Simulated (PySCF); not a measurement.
Relaxation of singlet LuSCl

Method: PySCF, PBE, basis Lu def2-SVP with ECP28, S def2-SVP, Cl def2-SVP (scalar-relativistic core potentials, no spin–orbit coupling, density fitting). A (50,194) grid was used.

A start displaced from a saddle point along its imaginary mode, of Cs symmetry, held to at least that symmetry:

Coordinates in bohr (charge 0 multiplicity 1):
```
Lu    0.0323    0.1635   -0.1014
S    -0.0917   -0.4634   -4.4576
Cl   -0.0780   -0.3940    4.5830
```

Task: What does it relax to?

Result: It ends at Cs with Lu–Cl 2.389 Å, Lu–S 2.268 Å; Cl–Lu–S 114.2°. The frequency run here used a shortcut that can spoil soft modes, so no verdict on minimum or saddle point is given. Other isomers or separated fragments may lie lower.

Task: How much energy is released, and in how many steps?

Result: 43.1 kJ/mol in 8 steps.

Stability towards spin polarisation was not tested.

The relaxation took 35 s on 2 threads of a shared Intel Xeon 6975P-C (Granite Rapids) host, with 117 basis functions and 9 gradients; the process peaked at 0.92 GiB. Launch command: `OMP_NUM_THREADS=2 python axn.py task.json out`.
